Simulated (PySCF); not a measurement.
NICS in one family of compounds.

Probes without a nucleus sit at each ring's centroid and 1 Å off its mean plane on both sides; NICS is minus the shielding there, NICSzz its component along the normal. Level: GIAO PBE0/pcSseg-1 (PySCF, non-relativistic, gas phase) on the GFN2-xTB geometries, one conformer each. Atom numbers follow the mapped SMILES.

Problem. Order these rings by mean NICS(1)zz, lowest (most negative) first (ppm).
A. ring C3–C4–C5–C6–P7–C8 in `[CH3:1][S:2][c:3]1[cH:4][cH:5][cH:6][p:7][cH:8]1`
B. ring C3–C4–C5–C6–P7–C8 in `[CH3:1][S:2][c:3]1[cH:4][cH:5][cH:6][p:7][c:8]1[CH:9]=[O:10]`
C. ring C3–C4–C5–C6–P11–C12 in `[CH3:1][S:2][c:3]1[cH:4][cH:5][c:6]([C:7]([F:8])([F:9])[F:10])[p:11][cH:12]1`

Solution. A (-24.2), C (-22.9), B (-20.9).

```csv
SMILES,ring,NICS(0),NICS(1),NICS(1)zz,HOMA,rms pucker (Å),ring atoms with four or more neighbours
CSc1cccpc1,6-membered ring with P; formal bonds all aromatic,-6.7,-9.8,-24.2,0.94,0.00,0
CSc1ccc(C(F)(F)F)pc1,6-membered ring with P; formal bonds all aromatic,-6.8,-9.8,-22.9,0.93,0.00,0
CSc1cccpc1C=O,6-membered ring with P; formal bonds all aromatic,-5.8,-9.1,-20.9,0.90,0.00,0
```

NICS(0) gives another order. The isotropic NICS(1) ties some rings at the printed digit and otherwise keeps the order. HOMA uses Krygowski's 1993 parameters. NICS(1) and NICS(1)zz are means over the two faces.
